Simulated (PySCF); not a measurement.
Coordinates in bohr (charge 0 multiplicity 2):
```
Zr   -1.4292    0.0000   -1.3191
O    -4.0976    0.0000    0.5388
Br    2.4613    0.0000    1.3954
```

Level of theory: UPBE0/[Zr def2-TZVP with ECP28, O def2-TZVP, Br def2-TZVP], scalar-relativistic core potentials, density fitting, no spin–orbit coupling, PySCF.

This geometry of ZrOBr is a stationary point at this level.

**Question.** What is the point group?

**Answer.** Cs.

**Question.** Is it a minimum?

**Answer.** Yes: all harmonic wavenumbers are real.

**Question.** Which band is strongest in the infrared?

**Answer.** 991 cm⁻¹ (a'), 231 km/mol.

**Question.** Give the atomic charges and bond orders.

**Answer.** 
```tsv
atom	Mulliken	Löwdin	polar tensor	spin (Mulliken)	Mayer order to Zr1
Zr1	0.95	0.24	1.49	1.09	–
O2	-0.54	-0.30	-0.90	-0.05	2.20
Br3	-0.41	0.05	-0.59	-0.03	1.01
```

Only a few start shapes were tried, so a lower isomer may exist. With open d or f shells other occupations or spin states may lie lower.
